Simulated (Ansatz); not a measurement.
Geometry optimisation, RHF/def2-SVP (Ansatz 0.2.0).

input.yaml

```yaml
crystal:
  periodic: [false, false, false]
  atoms:
    - { symbol: Ge, position_ang: [0.108068, 0.53239, -0.182389] }
    - { symbol: H, position_ang: [0.91693, -0.833197, 2.078609] }
    - { symbol: O, position_ang: [1.573922, -0.194151, -0.770809] }
    - { symbol: H, position_ang: [1.565865, -1.138039, -0.838709] }
    - { symbol: O, position_ang: [-0.776279, 1.357753, -1.438091] }
    - { symbol: H, position_ang: [-1.16683, 0.815464, -2.106735] }
    - { symbol: O, position_ang: [-0.88816, -0.806812, 0.34035] }
    - { symbol: H, position_ang: [-1.613445, -0.621097, 0.919015] }
    - { symbol: S, position_ang: [0.599521, 2.125931, 1.303719] }
    - { symbol: H, position_ang: [1.869753, 1.736363, 1.429116] }
    - { symbol: H, position_ang: [1.009355, -0.210405, 2.404024] }
basis:
  gaussian: { orbitals: def2-SVP }
hamiltonian:
  xc: hf
relax:
  f_tol: 0.03
  max_steps: 50
```

Run as:

```bash
$ ansatz run input.yaml --threads 2 --pin off --max-ram 3072MiB --backend cpu --events-out ev --progress --plain --runs-dir out
```

Where does it end, and by what steps?

The run converged. The force dipped under the threshold on the way, but the program's further checks kept it going. After 31 steps the energy has fallen by 0.384 eV; H11 moved furthest, 1.92 Å.

| step | energy less start (eV) | largest force component (eV/Å) | accepted |
| --- | --- | --- | --- |
| 0 | 0.0000 | 1.540 | yes |
| 2 | -0.2592 | 0.189 | yes |
| 4 | -0.3207 | 0.152 | yes |
| 6 | -0.3305 | 0.672 | no |
| 8 | -0.3497 | 0.415 | yes |
| 10 | -0.3760 | 0.047 | yes |
| 12 | -0.3777 | 0.083 | yes |
| 14 | -0.3779 | 0.208 | no |
| 16 | -0.3813 | 0.044 | yes |
| 18 | -0.3821 | 0.034 | yes |
| 20 | -0.3825 | 0.063 | yes |
| 22 | -0.3824 | 0.108 | no |
| 24 | -0.3832 | 0.056 | yes |
| 26 | -0.3835 | 0.029 | yes |
| 28 | -0.3837 | 0.082 | yes |
| 30 | -0.3839 | 0.027 | yes |
| 31 | -0.3841 | 0.015 | yes |

```xyz
11
Properties=species:S:1:pos:R:3
Ge 0.078 0.798 -0.481
H 0.862 -1.579 2.798
O 1.412 -0.027 -1.235
H 1.629 -0.875 -0.874
O -1.138 1.151 -1.673
H -1.107 0.641 -2.469
O -0.484 -0.355 0.710
H -1.250 -0.128 1.216
S 0.582 2.744 0.408
H 1.395 2.236 1.340
H 1.220 -1.842 3.399
```

Whether the end is a true minimum wasn't checked by a vibrational analysis.

The run took 59 s on 2 threads of Arm Neoverse V2, on a shared host, peak memory 0.3 GiB.
